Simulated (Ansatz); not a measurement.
The cluster HfO3H2, 6 atoms. Hardware: 4 threads of Arm Neoverse V1 on a shared host.

In the def2 sets Hf takes a core potential; there is no spin–orbit coupling. Correlated methods freeze 3 core orbitals; core or outer-core shells of Hf are correlated, in sets that lack core-valence functions.

(1) How many basis functions does each of these Ansatz runs have, and roughly what does it cost? BLYP-D4/def2-TZVP, charge 0 singlet, energy, from earlier orbitals; PBE0-D4/def2-TZVP, charge 0 triplet at the geometry of the charge 0 singlet, energy; PBE0-D4/def2-SVP, charge 0 singlet, energy, from earlier orbitals; PBE-D4/def2-TZVP, charge 0 singlet, energy and forces, from earlier orbitals; CAM-B3LYP-D4/def2-TZVP, charge 0 singlet, energy, from earlier orbitals; PBE0-D4/def2-TZVPD, charge 0 singlet, energy, from earlier orbitals; RPA@PBE/def2-TZVP, charge 0 singlet, energy, from earlier orbitals; PBE-D4/def2-TZVPD, charge -1 doublet at the geometry of the charge 0 singlet, energy, from earlier orbitals; PBE0-D4/def2-SVP, charge 0 singlet, energy with a search over starts; B97M-V/def2-TZVP, charge 0 singlet, energy, from earlier orbitals; PBE0-D4/def2-TZVP, charge 0 singlet, energy, from earlier orbitals; PBE-D4/def2-TZVP, charge 0 triplet at the geometry of the charge 0 singlet, energy, from earlier orbitals.

## Answers

(1) Other jobs shared the machine, so times can vary by a factor of up to 3. A dash marks memory too small to be measured apart from the calling script's.

```csv
run,functions,fitting or Cholesky vectors,wall time,peak host memory (GiB)
"PBE0-D4/def2-SVP, charge 0 singlet, energy, from earlier orbitals",84,892,0.75 s,–
"BLYP-D4/def2-TZVP, charge 0 singlet, energy, from earlier orbitals",145,886,1.1 s,–
"PBE0-D4/def2-SVP, charge 0 singlet, energy with a search over starts",84,892,1.1 s,–
"PBE0-D4/def2-TZVP, charge 0 singlet, energy, from earlier orbitals",145,934,1.3 s,–
"PBE-D4/def2-TZVP, charge 0 singlet, energy and forces, from earlier orbitals",145,886,1.3 s,–
"CAM-B3LYP-D4/def2-TZVP, charge 0 singlet, energy, from earlier orbitals",145,914,1.6 s,–
"PBE0-D4/def2-TZVPD, charge 0 singlet, energy, from earlier orbitals",181,1093,1.9 s,–
"RPA@PBE/def2-TZVP, charge 0 singlet, energy, from earlier orbitals",145,1070,2.4 s,–
"PBE-D4/def2-TZVP, charge 0 triplet at the geometry of the charge 0 singlet, energy, from earlier orbitals",145,886,2.4 s,–
"PBE-D4/def2-TZVPD, charge -1 doublet at the geometry of the charge 0 singlet, energy, from earlier orbitals",181,1021,2.9 s,–
"B97M-V/def2-TZVP, charge 0 singlet, energy, from earlier orbitals",145,886,4.3 s,–
"PBE0-D4/def2-TZVP, charge 0 triplet at the geometry of the charge 0 singlet, energy",145,934,7 s,–
```
